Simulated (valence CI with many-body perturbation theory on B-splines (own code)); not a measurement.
The numbers below are computed, except where a source is named.
Sensitivity of CI+MBPT for Ir⁵⁵⁺

Level of theory: configuration interaction combined with many-body perturbation theory (CI+MBPT): four valence electrons over a frozen Dirac-Fock core [Ar], radial functions for each j: 6 s, 6 p, 5 d, 5 f, 1 g, with the one-electron correlation potential Σ1 (screened to all orders), the two-electron term Σ2, the three-electron term Σ3, Breit, model QED; selected single and double excitations, second order for the rest, scaled by the run's own slope (own B-spline code, finite nucleus).

The last digits are not significant, and no measured levels were compared; by estimate large intervals hold to a few tenths of a per cent, small ones and those within an open d or f shell to about a per cent. The list stops below the first excitations out of the core. Only levels of the ground parity were solved; by the run's estimate the other parity begins above the list, which can be wrong where configurations are misplaced.

The reference run has the lowest level (3d3/2^4) J=0 and an ionisation energy of 5466.59 eV. Its largest variational space holds 8002 state functions.

Levels are named by their leading jj configuration (3d3/2^4 stands for four electrons in 3d with j = 3/2), which in mixed levels can hold well under half, so a name can repeat and another be missing. Letters in brackets count levels of one name in rising energy.

Changed runs:
A. screening of Σ1 on → off
B. highest l with Σ1, explicit Σ2 and valence Breit (higher l get mean screening factors) 3 → 2
C. correlating orbitals by l 3 3 3 3 1 → 2 4 4 4 1
D. start configuration 3d4 → 3s4 (bad on purpose)

Excitation energies of the reference run in cm⁻¹, and shifts in cm⁻¹:

```csv
Level,Reference,A,B,C
(3d3/2^3 3d5/2) J=1,635190,+252,-205,+1.5
(3d3/2^3 3d5/2) J=4,735013,+253,+140,-11
(3d3/2^3 3d5/2) J=2,765628,+261,-5.3,+0.3
(3d3/2^3 3d5/2) J=3,793445,+259,+118,+3.1
(3d3/2^2 3d5/2^2) J=0 [a],1343890,+503,-160,+7.0
(3d3/2^2 3d5/2^2) J=2 [a],1345770,+497,-151,+4.7
(3d3/2^2 3d5/2^2) J=4 [a],1367130,+504,-57,-6.1
(3d3/2^2 3d5/2^2) J=3 [a],1385030,+505,-114,+3.0
(3d3/2^2 3d5/2^2) J=5,1413870,+503,+128,-12
(3d3/2^2 3d5/2^2) J=6,1437170,+503,+270,-23
(3d3/2^2 3d5/2^2) J=1,1461960,+510,-22,+6.9
(3d3/2^2 3d5/2^2) J=3 [b],1484790,+504,+114,+1.5
Ionisation energy (eV),5466.59,-0.045,-0.06,+0.00037
```

Run D: It gave no result: a shell was given more electrons than it holds. The program said: "a valence shell holds more than 4l+2 electrons".
